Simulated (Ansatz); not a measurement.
Geometry optimisation, Ansatz, RKS B3LYP/def2-SVP.

input.yaml

```yaml
crystal:
  periodic: [false, false, false]
  atoms:
    - { symbol: O, position_ang: [0.1195, 2.1761, -0.5313] }
    - { symbol: Si, position_ang: [-0.2654, 0.8614, 0.4524] }
    - { symbol: As, position_ang: [1.496, 0.499, 1.8683] }
    - { symbol: Sn, position_ang: [-0.5279, -1.1585, -0.9879] }
    - { symbol: H, position_ang: [-0.7213, 2.2928, -1.1467] }
    - { symbol: H, position_ang: [-1.4765, 1.1334, 1.2414] }
    - { symbol: H, position_ang: [2.4375, -0.0597, 0.7222] }
    - { symbol: H, position_ang: [1.0394, -0.907, 2.2575] }
    - { symbol: H, position_ang: [-0.9353, -2.532, 0.081] }
    - { symbol: H, position_ang: [0.8559, -1.4681, -1.8857] }
    - { symbol: H, position_ang: [-1.9564, -0.8944, -2.0505] }
basis:
  gaussian: { orbitals: def2-SVP }
hamiltonian:
  xc: b3lyp
relax:
  f_tol: 0.015
  max_steps: 40
```

Launched with:

```bash
$ ansatz run input.yaml --threads 2 --pin off --max-ram 3072MiB --backend cpu --events-out ev --progress --plain --runs-dir out
```

Problem. Where does it end, and by what steps?

Solution. The forces met the threshold. After 14 steps the energy has fallen by 0.482 eV; H8 moved furthest, 0.36 Å.

| step | energy less start (eV) | largest force component (eV/Å) | accepted |
| --- | --- | --- | --- |
| 0 | 0.0000 | 2.712 | yes |
| 1 | -0.3675 | 1.201 | yes |
| 2 | -0.4396 | 0.788 | yes |
| 3 | -0.4356 | 0.368 | no |
| 4 | -0.4737 | 0.131 | yes |
| 5 | -0.4767 | 0.146 | yes |
| 6 | -0.4794 | 0.027 | yes |
| 7 | -0.4685 | 0.325 | no |
| 8 | -0.4808 | 0.050 | yes |
| 9 | -0.4807 | 0.064 | no |
| 10 | -0.4816 | 0.030 | yes |
| 11 | -0.4819 | 0.033 | yes |
| 12 | -0.4820 | 0.042 | yes |
| 13 | -0.4822 | 0.030 | yes |
| 14 | -0.4824 | 0.014 | yes |

```xyz
11
Properties=species:S:1:pos:R:3
O 0.038 2.191 -0.485
Si -0.243 0.821 0.447
As 1.656 0.671 1.888
Sn -0.664 -1.253 -1.073
H -0.653 2.449 -1.109
H -1.430 1.006 1.346
H 2.514 -0.065 0.856
H 1.137 -0.641 2.487
H -1.098 -2.641 -0.150
H 0.746 -1.640 -1.983
H -1.937 -0.955 -2.203
```

The run took 41 s on 2 threads of Intel(R) Xeon(R) 6975P-C (Granite Rapids) (shared host), peak memory 0.37 GiB.
